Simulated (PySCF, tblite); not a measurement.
Isomers of C3H11PSSi2. Level: GFN2-xTB in tblite, geometry and Hessian alike; calculated harmonic values, unscaled, isolated species. Errors from tens to a few hundred cm⁻¹ against measured bands are possible. Modes of hydrogen on phosphorus and silicon can be 10 to 20 % off. One conformer each.

Electronic energies: PBE0/pcSseg-1 single points on the GFN2-xTB geometries (PySCF, gas phase).

```csv
SMILES,"electronic energy, lowest = 0 (kcal/mol)"
P[SiH2][SiH2][C@@H]1CCS1,65.4
P[SiH2]S[SiH2]C1CC1,33.6
C=C([SiH2][SiH2]P)SC,67.0
P[Si@H]1CCC[SiH2]S1,0.0
C=CSC[SiH2]P[SiH3],64.2
```

Task: How do GFN2-xTB zero-point energies change the relative energies?

Result: 
```tsv
SMILES	ZPE (kcal/mol)	of it from modes above 1550 cm⁻¹	electronic (kcal/mol)	with ZPE, lowest = 0 (kcal/mol)	lowest mode (cm⁻¹)	rings
P[Si@H]1CCC[SiH2]S1	80.6	41.9	0.0	0.0	52	1
P[SiH2]S[SiH2]C1CC1	77.7	41.7	33.6	30.7	18	1
C=CSC[SiH2]P[SiH3]	75.3	43.6	64.2	58.9	24	0
P[SiH2][SiH2][C@@H]1CCS1	77.3	40.6	65.4	62.1	36	1
C=C([SiH2][SiH2]P)SC	75.0	43.5	67.0	61.4	13	0
```

The zero-point energies span 5.6 kcal/mol, from `C=C([SiH2][SiH2]P)SC` to `P[Si@H]1CCC[SiH2]S1`. The lowest isomer stays, but the order above it changes.

Task: And how do the electronic energies of GFN2-xTB itself compare?

Result: `P[Si@H]1CCC[SiH2]S1` 0.0; `P[SiH2]S[SiH2]C1CC1` 17.5; `C=CSC[SiH2]P[SiH3]` 54.0; `P[SiH2][SiH2][C@@H]1CCS1` 53.3; `C=C([SiH2][SiH2]P)SC` 67.6 kcal/mol, lowest = 0. Against the energies above, taken from the same isomer `P[Si@H]1CCC[SiH2]S1`, the largest difference is 16.1 kcal/mol.
